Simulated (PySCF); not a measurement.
A calculated (M06-2X, PySCF 2.14, x2c-TZVPPall with one added diffuse shell each of s, p, d, f type, the spin-free X2C one-electron Hamiltonian (Gaussian nucleus)) atom or ion has these occupied shells.

```
shell  electrons  orbital energy (eV)  rms radius, mean of both spins (bohr)
 1s α          1             -45180.8                                 0.0264
 1s β          1             -45180.8                                 0.0264
 2s α          1              -7412.9                                  0.107
 2s β          1              -7412.8                                  0.107
 2p α          3              -6636.2                                 0.0959
 2p β          3              -6636.2                                 0.0959
 3s α          1              -1653.8                                  0.279
 3s β          1              -1652.1                                  0.279
 3p α          3              -1407.7                                  0.278
 3p β          3              -1405.8                                  0.278
 3d α          5              -1062.8                                  0.256
 3d β          5              -1061.0                                  0.256
 4s α          1              -355.99                                  0.630
 4s β          1              -352.01                                  0.630
 4p α          3              -273.80                                  0.668
 4p β          3              -269.44                                  0.668
 4d α          5              -154.72                                  0.739
 4d β          5              -149.06                                  0.739
 5s α          1              -65.525                                   1.51
 5s β          1              -62.934                                   1.51
 5p α          3              -43.349                                   1.75
 5p β          3              -41.026                                   1.75
 4f α          4              -28.231                                   1.04
 5d α          1              -17.858                                   2.62
```

(1) Name the element and its charge.

Results:

(1) Pm²⁺ (promethium, charge +2), in [Xe] 4f4 5d1, one real determinant (an excited configuration).
